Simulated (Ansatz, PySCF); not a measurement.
C$_{2}$H$_{6}$Zn, charge +1, doublet, geometry from GFN2-xTB (such geometries of metal compounds can be far from the true shape) (a state made from the parent by changing its charge; the spin is typed, not shown lowest), with bond 7-6 at 1.4 times its length. Base run: CASSCF(5,4)/6-31G (PySCF).

Here is a job for PySCF.
```python
from pyscf import gto, scf, mcscf
import numpy

mol = gto.M(
    atom='''
Zn   -0.00000000   -0.00000000   -0.00000000
C     1.60015232    0.21914416   -1.30197717
H     2.23715632   -0.64624115   -1.13958524
H     2.08194561    1.15375871   -1.02737230
H     1.17095013    0.24435639   -2.30006876
C    -1.60015232   -0.21914416    1.30197717
H    -2.27466293   -1.52760453    0.91753035
H    -2.23715632    0.64624115    1.13958524
H    -1.17095013   -0.24435639    2.30006876
''',
    basis='6-31g',
    charge=1,
    spin=1,
    verbose=4,
)

mf = scf.ROHF(mol)
mf.kernel()
mc = mcscf.CASSCF(mf, 4, 5)
mc.fix_spin_(ss=0.75)
mc.kernel()
occ = numpy.linalg.eigvalsh(mc.fcisolver.make_rdm1(mc.ci, mc.ncas, mc.nelecas))[::-1]
ss = mc.fcisolver.spin_square(mc.ci, mc.ncas, mc.nelecas)[0]
print('natural occupations', occ.round(4), ' <S^2>', round(ss, 4))
```

Programs used: Ansatz (a program for electronic structure), PySCF; a row that names a program was run with it.

Variants of this job, named by their change:

| change | ΔE vs base (mEh) | natural occupations | <S^2> of the state |
|---|---|---|---|
| base | 0.000 | 2.00 1.92 1.00 0.08 | 0.75 |
| code = ansatz; correction = SC-NEVPT2, all electrons | -446.3 | - | - |
| active space = 7 electrons, 7 orbitals | -49.176 | 1.99 1.94 1.93 1.00 0.07 0.06 0.01 | 0.75 |
| fix_spin_ = off | 0.000 | 2.00 1.92 1.00 0.08 | 0.75 |
| state_average = 2 states | 1.941 | - | - |
| solver = newton | 0.000 | 2.00 1.92 1.00 0.08 | 0.75 |
| correction = SC-NEVPT2 | -422.3 | 2.00 1.92 1.00 0.08 | 0.75 |
| active space = 5 electrons, 6 orbitals | -34.391 | 1.94 1.92 1.00 0.08 0.07 0.00 | 0.75 |
| orbitals = fixed (CASCI); correction = SC-NEVPT2 | -422.9 | 2.00 1.99 1.00 0.01 | 0.75 |
| orbitals = fixed (CASCI) | 30.014 | 2.00 1.99 1.00 0.01 | 0.75 |
| code = ansatz | -2.000 | - | - |

Active orbitals are taken around the Fermi level unless the row says otherwise; CASSCF can end in different local minima, and two programs can end on different orbitals. State-averaged rows give the lowest state.

Open shells are given as the SCF converged; they aren't shown to be the lowest states, and a large step between rows can be another state.
